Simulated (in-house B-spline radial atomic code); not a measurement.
# How G0W0 and RPA depend on the start: Br VIII (Br7+)

Configuration [Ar] 3d10. Computed with a B-spline radial code for spherical atoms: all electrons, scalar-relativistic (spin-free one-electron X2C), finite nucleus, each spin shell either full or empty, empty states to l = 9 with an (l + 1/2)⁻⁴ tail; G0W0 by contour deformation at full frequency.

```csv
start,mean-field 3d (eV),G0W0 (eV),QP weight,RPA correlation (Eh)
Hartree-Fock,-195.03,-193.57,0.978,-1.9961
LDA VWN5,-176.20,-193.55,0.965,-2.1504
PBE,-175.88,-193.37,0.965,-2.1471
PBE0,-181.04,-193.42,0.970,-2.1058
r2SCAN,-176.99,-193.14,0.968,-2.1175
HSE06,-180.55,-193.47,0.969,-2.1078
B3LYP (VWN-RPA),-180.11,-193.48,0.969,-2.1156
SCAN,-176.95,?,?,?
TPSS,-175.83,-193.44,0.966,-2.138
BHandHLYP,-186.08,-193.54,0.973,-2.0684
CAM-B3LYP,-182.10,-193.62,0.970,-2.105
LC-wPBE,-181.74,-193.81,0.970,-2.1133
wB97X,-182.54,-193.35,0.972,-2.0988
PBEsol,-175.82,-193.43,0.965,-2.1478
BLYP,-175.76,?,?,?
r2SCAN0,-181.86,-193.25,0.971,-2.0858
LDA exchange-only,-173.95,-193.79,0.964,-2.1511
```

(1) What G0W0 level, weight and RPA correlation energy follow from the SCAN start?

(2) What G0W0 level, weight and RPA correlation energy follow from the BLYP start?

(3) How much of the dependence on the start does G0W0 remove?

Results:

(1) G0W0 level -193.03 eV, weight 0.967, RPA correlation -2.1157 hartree.

(2) G0W0 level -193.43 eV, weight 0.965, RPA correlation -2.1489 hartree.

(3) The mean-field levels span 21.1 eV and the G0W0 levels 0.779 eV. Against 192.61 ± 0.06 eV (NIST, measured) the G0W0 removal energies are off by +0.42 to +1.20 eV, with spin-orbit coupling, Breit and QED terms left out.
